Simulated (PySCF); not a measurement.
A structure optimised at PBE-D3(BJ)/def2-SVP, used in a PySCF frequency run:

```
C
C 1 1.4071
H 2 1.1026 1 120.80
C 2 1.4071 3 120.80 1 180.00
C 4 1.4319 2 132.09 3 0.00
H 5 1.0990 4 125.39 2 0.00
C 5 1.4144 6 125.94 4 180.00
H 7 1.0972 5 125.78 6 0.00
C 7 1.4144 8 125.78 5 180.00
H 9 1.0990 7 125.94 8 0.00
C 9 1.4319 10 125.39 7 180.00
C 11 1.4071 9 132.09 10 0.00
H 12 1.1026 11 120.80 9 0.00
C 12 1.4071 13 120.80 11 180.00
C 14 1.4319 12 132.09 13 0.00
H 15 1.0990 14 125.39 12 0.00
C 15 1.4144 16 125.94 14 180.00
H 17 1.0972 15 125.78 16 0.00
C 17 1.4144 18 125.78 15 180.00
H 19 1.0990 17 125.94 18 0.00
```
Charge 0, spin multiplicity 1.

Task: Write its SMILES, formula and point group.

Result: C1=Cc2cc3c(cc2=C1)C=CC=3, C12H8, D2h

Task: What are its rotational constants (standard atomic weights)?

Result: 2.9493, 0.68025, 0.55276 GHz
